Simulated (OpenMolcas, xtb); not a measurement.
# How methods differ on SiF3 (trifluorosilyl)

SiF3 has 4 atoms, charge 0, and is taken as a doublet. As SMILES, `F[Si](F)F`. The shape is that of a GFN2-xTB optimisation.

Each level gives the dipole moment (D). The values are calculated.

```csv
level,kind,program,value (D)
GFN0-xTB,semi-empirical,xtb,3.38
GFN1-xTB,semi-empirical,xtb,2.12
GFN2-xTB,semi-empirical,xtb,1.76
ROHF/ANO-R0 (sfX2C),Hartree–Fock,OpenMolcas,1.55
UHF/STO-3G,Hartree–Fock,OpenMolcas,2.08
UHF/3-21G,Hartree–Fock,OpenMolcas,3.14
UHF/pcseg-0,Hartree–Fock,OpenMolcas,3.31
UHF/def2-SVP,Hartree–Fock,OpenMolcas,2.50
UHF/pcseg-1,Hartree–Fock,OpenMolcas,2.67
UHF/6-31+G* (spherical functions),Hartree–Fock,OpenMolcas,2.39
```

The values span 1.55 to 3.38 D. Sets without polarisation functions give poor dipoles. Without the sets that lack polarisation functions the rows with a basis span only 2.39 to 2.67 D.
